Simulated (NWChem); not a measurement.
System: CH3ClFeN2, quintet; SMILES [NH]1->[Fe]([NH]C=1)[Cl]

NWChem input:

```
start job
memory heap 200 mb stack 900 mb global 1100 mb
geometry units angstroms noautoz
  Fe    -0.174949     0.275680    -0.000010
  Cl     0.136740     2.424913    -0.000405
  C     -0.537730    -2.105722    -0.001119
  N     -0.426056    -1.408334    -1.115967
  N     -0.430684    -1.408561     1.114589
  H     -0.708964    -3.197333    -0.001486
  H     -0.504374    -1.900553    -1.995928
  H     -0.512638    -1.901109     1.994184
end
basis spherical
  * library pcseg-1
end
dft
  odft
  mult 5
  xc xpbe96 cpbe96
  iterations 150
  mulliken
end
task dft energy
```

The geometry was optimised at PBE0/def2-SVP, spin-unrestricted. No frequency run checked for a minimum. This spin state was assumed; another may lie lower. No stability test was run on the SCF state.

### Question
Give the results of this calculation. (PBE/pcseg-1, spin-unrestricted.) Quantities: basis functions; energy (Ha); highest occupied level (eV); lowest empty minus highest occupied level, either spin (eV); dipole (D); <S²>.

### Answer
```yaml
number_of_basis_functions: 106
energy (Ha): -1872.65
highest occupied level (eV): -4.69
lowest empty minus highest occupied level, either spin (eV): 0.55
dipole (D): 5.54
"<S²>": 6.01
```
